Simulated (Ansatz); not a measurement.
Reactions of CH₆BFSi, SMILES `BC(F)[SiH3]`.

Calculated with Ansatz (gas phase, PBE0-D4/def2-TZVP geometries, no zero-point term in ΔE). CCSD(T)/CBS adds triple-zeta CCSD(T) − MP2 to the extrapolated MP2 energy (def2 sets, frozen cores). This one scheme is used for every species. One conformer a species, not always the lowest.

(1) Order these by ΔE at CCSD(T)/CBS, lowest first. (An estimate is asked.)
A. `BC(F)[SiH3]` + `N=C=N` → `BN=C=N` + `FC[SiH3]`
B. `BC(F)[SiH3]` + `O[Si]1(F)CO1` → `OBC(F)[SiH3]` + `F[SiH]1CO1`
C. `BC(F)[SiH3]` + H₂S → `FC([SiH3])S` + BH₃
D. `BC(F)[SiH3]` + `CO[SiH2]O[SiH3]` → `[SiH3]O[SiH2]O[SiH3]` + `BC(C)F`
E. `BC(F)[SiH3]` + `OCF` → `FCOC(F)[SiH3]` + BH₃
F. `BC(F)[SiH3]` + `OC(O)O` → `BOC(O)O` + `FC[SiH3]`
G. `BC(F)[SiH3]` + `[AlH]1[SiH2][S]1` → `[BH2][Al]1[SiH2][S]1` + `FC[SiH3]`

Largest T1 diagnostic: 0.017, for `N=C=N`.

## Answers

(1) D (-173.3 kJ/mol), F (-120.4 kJ/mol), A (-97.0 kJ/mol), B (-26.2 kJ/mol), G (+32.4 kJ/mol), C (+59.5 kJ/mol), E (+70.5 kJ/mol).
